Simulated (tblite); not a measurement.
Species: C5H9ClSi.
Structure used (GFN2-xTB), in Å, numbered top down from 1:
```xyz
16
C5H9ClSi angstrom
C      2.190   -0.320    0.714
C      0.824   -0.975    0.895
C     -0.220   -0.263    0.108
C     -1.062   -0.743   -0.818
C     -1.829    0.447   -1.304
Cl    -3.592    0.300   -0.995
Si    -0.825    1.529   -0.041
H      2.492   -0.357   -0.330
H      2.148    0.723    1.023
H      2.942   -0.832    1.310
H      0.867   -2.024    0.589
H      0.551   -0.943    1.954
H     -1.201   -1.757   -1.160
H     -1.742    0.633   -2.374
H      0.064    2.521   -0.641
H     -1.614    2.069    1.059
```

All values are computed: GFN2-xTB (tblite) harmonic vibrations without scaling, gas phase. This tight-binding method is rough: wavenumbers can miss measured ones by several per cent, in bad cases by 10 to 20. Modes of hydrogen on silicon can be 10 to 20 % off. One conformer, not necessarily the lowest.

Harmonic wavenumbers (cm⁻¹): 34.1, 81.9, 152.0, 183.3, 206.1, 292.3, 331.1, 422.0, 450.6, 515.5, 552.8, 604.1, 630.2, 642.3, 760.7, 783.2, 820.8, 847.1, 982.5, 1012.8, 1062.8, 1082.7, 1112.8, 1180.6, 1188.2, 1215.0, 1248.5, 1311.5, 1407.6, 1470.4, 1496.7, 1503.3, 1640.4, 2273.4, 2313.9, 2948.5, 2951.9, 2966.9, 3031.2, 3035.8, 3039.5, 3073.2.

A = 4267, B = 917.5, C = 813.2 MHz; mass 132.016 u (most abundant isotopes); point group C1, symmetry number 1.

Question: Zero-point energy?

Answer: ½Σν̃ = 26430 cm⁻¹ = 75.57 kcal/mol.

Question: Entropy at 273.15 K, 1 bar (ideal gas, RRHO, classical rotation)?

Answer: Translation 40.14, rotation 28.74, vibration 22.46: S = 91.3 cal/(mol K).

Question: And Cp and H(273.15 K) − H(0)?

Answer: Cp = 32.19 cal/(mol K), of which vibrations give 24.24 (their classical limit is 42 R = 83.5); H(273.15 K) − H(0) = 5.42 kcal/mol without the zero-point energy, 3.25 from vibrations.

Question: Which modes carry the vibrational entropy at 273.15 K?

Answer: 34.1 cm⁻¹: 5.40; 81.9 cm⁻¹: 3.67; 152.0 cm⁻¹: 2.48; 183.3 cm⁻¹: 2.13; 206.1 cm⁻¹: 1.92; 292.3 cm⁻¹: 1.31 cal/(mol K); the other 36 give 5.54 together.

Question: What must be added to the electronic energy to get the Gibbs energy at 273.15 K and 1 bar?

Answer: ZPE + [H(273.15 K) − H(0)] − T·S = 75.57 + 5.42 − 24.95 = 56.04 kcal/mol.

Hindered rotation and anharmonicity are outside this model. Other conformers, if any are populated, would add a mixing term that is left out. The structure is chiral; the term R ln 2 for an equal mix with its mirror image is left out.

The run took 0.92 s on one thread, Arm Neoverse N1 (aarch64) (shared host). The figure is for the frequency step alone.
